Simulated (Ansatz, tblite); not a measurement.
# From O to Se: the vertical ionisation energy

One atom is swapped for its congeners: CO2 (carbon dioxide) `O=C=O`; OCS (carbonyl sulfide) `O=C=S`; CSeO (carbonyl selenide) `O=C=[Se]`. All are singlets with charge 0.

Shapes, held fixed at every level: PBE0-D4/def2-TZVP. Programs: Ansatz 0.2.0, tblite 0.8.0. Values in eV.

| level | CO2 | OCS | CSeO |
| --- | --- | --- | --- |
| IPEA1-xTB | 19.91 | 16.48 | 15.73 |
| PBE-D4/def2-TZVPP | 13.66 | 11.22 | 10.51 |
| r2SCAN-D4/def2-TZVPP | 13.67 | 11.26 | 10.58 |
| B3LYP-D4/def2-TZVPP | 13.82 | 11.30 | 10.60 |
| PBE0-D4/def2-TZVPP | 13.75 | 11.27 | 10.55 |
| wB97M-V/def2-TZVPP | 13.78 | 11.23 | 10.44 |
| wB97X-V/def2-TZVPP | 13.81 | 11.25 | 10.50 |
| B2PLYP/def2-TZVPP | 13.89 | 11.25 | 10.53 |
| measured | 13.78 | – | – |

At B2PLYP/def2-TZVPP the vertical ionisation energy falls at every step, from 13.89 to 10.53 eV. Every level shows the same order. Measured values: NIST CCCBDB. Relativity is left out for Se unless named. Correlated rows may include outer-core shells of Se, which these sets cover unevenly. IPEA1-xTB strays far from the other rows. The lone pairs of the heavier congeners lie higher, so an electron comes off more easily. xTB differences between charge states lack the method's empirical shift. Spin-orbit coupling, which grows down the group, is left out.
